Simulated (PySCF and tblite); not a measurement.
Results of a calculation; reference values are marked as such.
C₆H₅F₃O, numbered as in [F:1][CH2:2][c:3]1[cH:4][cH:5][c:6]([CH:7]([F:8])[F:9])[o:10]1.

Search: ETKDG and KDG, MMFF94s, GFN2-xTB, 90 starts; geometries at GFN2-xTB. Free energies are B3LYP-D3(BJ)/def2-SVP (IEF-PCM, methanol) single points with GFN2-xTB rigid-rotor and vibrational terms (modes under about 100 cm⁻¹ blended into free rotors). Symmetry numbers and mirror images are counted. Conformers within 2.5 kcal/mol (GFN2-xTB free energy) were kept, 4 at most. GIAO shieldings: wB97X-D/pcSseg-1 (IEF-PCM, methanol). Shifts are against TMS (¹H), TMS (¹³C) at the same level. Run with PySCF (density fitting) and tblite.

Torsions listed: F1–C2–C3–O10, O10–C6–C7–F8.

| conformer | shape | symmetry | E(GFN2) kcal/mol | E(DFT) kcal/mol |
| --- | --- | --- | --- | --- |
| 1 | 180°, -59° | Cs | 1.45 | 0.00 |
| 2 | 180°, 121° | Cs | 0.00 | 0.74 |

**Question.** How much do the weights at 298.15 K and the averaged shift of C6 depend on how the conformers are weighted?

**Answer.** 
```csv
weighting,1 (%),2 (%),δ (ppm),rms dipole (D)
"DFT energy with thermal terms, symmetry and mirror images (full scheme)",73,27,154.9,1.88
DFT energy with symmetry and mirror images,78,22,154.7,1.87
bare DFT energy,78,22,154.7,1.87
GFN2-xTB energy with symmetry and mirror images,8,92,157.7,2.03
GFN2-xTB free energy,6,94,157.8,2.04
leading conformer alone,100,0,153.8,1.81
equal weights,50,50,155.9,1.94
"full scheme, search stopped after three starts",0,100,158.0,2.05
```

The largest departure from the full scheme, 3.1 ppm, comes with: full scheme, search stopped after three starts.

The minima are those of GFN2-xTB; planar forms about aryl–S or allylic bonds may be saddles in DFT.


Conformer gaps in def2-SVP on xTB geometries can be 2 kcal/mol too large for S=O, P=O and other polar bonds.